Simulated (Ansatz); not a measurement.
CH₉NOSi₂, SMILES `NC([SiH3])[SiH2]O` from Hartree–Fock to CCSD(T)

Z-matrix (Å, degrees):
```
C
Si 1 1.881
Si 1 1.873 2 113.8
N 1 1.474 2 109.4 3 -127.4
H 1 1.099 2 104.7 3 116.7
H 2 1.489 1 109.0 3 73.2
H 2 1.485 1 111.2 3 -167.0
H 2 1.489 1 110.0 3 -45.7
O 3 1.654 1 104.8 2 -173.8
H 3 1.491 1 112.3 2 65.5
H 3 1.493 1 110.4 2 -55.6
H 4 1.014 1 110.2 2 175.5
H 4 1.014 1 110.6 2 57.9
H 9 0.957 3 118.2 1 166.4
```

Total charge 0; spin multiplicity 1. All single points use the PBE0-D4/def2-TZVP geometry. It is one conformer, not always the lowest. Frozen core, restricted reference, Ansatz 0.2.0. CBS rows extrapolate triple and quadruple zeta; past MP2 they add the triple-zeta difference.

```csv
basis,HF (Eh),MP2 corr.,CCSD corr.,(T),CCSD(T) total
def2-TZVPP,-750.41646,?,-0.94101,?,?
def2-QZVPP,?,-0.95125,–,–,–
CBS(def2),?,-0.99947,-1.05434,as TZ,?
```

Problem. Fill in the withheld values. (Estimate.)

Solution. The calculation gave: def2-TZVPP MP2 corr.: -0.88614; def2-TZVPP (T): -0.03479; def2-TZVPP CCSD(T) total: -751.39226; def2-QZVPP HF (Eh): -750.44323; CBS(def2) HF (Eh): -750.44692; CBS(def2) CCSD(T) total: -751.53605.
